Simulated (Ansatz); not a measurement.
Job for Ansatz (a first-principles code): R-revPBE/def2-TZVPPD on H2 (SMILES [H][H]). The basis file is the Basis Set Exchange's JSON of that set.

Ansatz 0.2 input:
```yaml
crystal:
  periodic: [false, false, false]
  atoms:
    - {symbol: H, position_ang: [0.00000000, 0.00000000, 0.37198582]}
    - {symbol: H, position_ang: [-0.00000000, -0.00000000, -0.37198582]}
basis:
  gaussian:
    orbitals: def2-TZVPPD.json
hamiltonian:
  xc: {name: revPBE}
scf: {lower_state_search: off}
```

It printed:

```
WARN ansatz: RAYON_NUM_THREADS=1 ignored (pool sized by the plan → 1); use --threads N
Functional definition: revPBE
these checks for a lower state are left out or cut short: stability, starts, cluster_reference, orbital_swaps, neighbouring_geometries, increment
integrals: 0.00 GiB planned
118 factors; their error is unknown
mean field: 0.05 GiB planned
mean field evaluation 1: about -31.7008 eV, gradient 9.2e0 eV
mean field evaluation 2: about -31.9786 eV, gradient 3.2e0 eV
mean field evaluation 4: about -32.0204 eV, gradient 6.5e-2 eV
mean field evaluation 8: about -32.0163 eV, gradient 3.3e-3 eV
mean field -32.01633581 eV, -1.1765786395 hartree, gradient 5.9e-7 eV, S^2 0.000000; 0 other end points of the search recorded, 0 dependent functions left out
reference -32.01636234 eV, -1.1765796147 hartree; 1, 1 occupied and 33, 33 virtual orbitals, 118 factors
Total energy: -32.01636234 eV, -1.1765796147 hartree
Checks for a lower state left out: stability, starts, cluster_reference, orbital_swaps, neighbouring_geometries, increment
```

Self-consistency was reached.

Cost: very roughly 0.08 core-seconds.
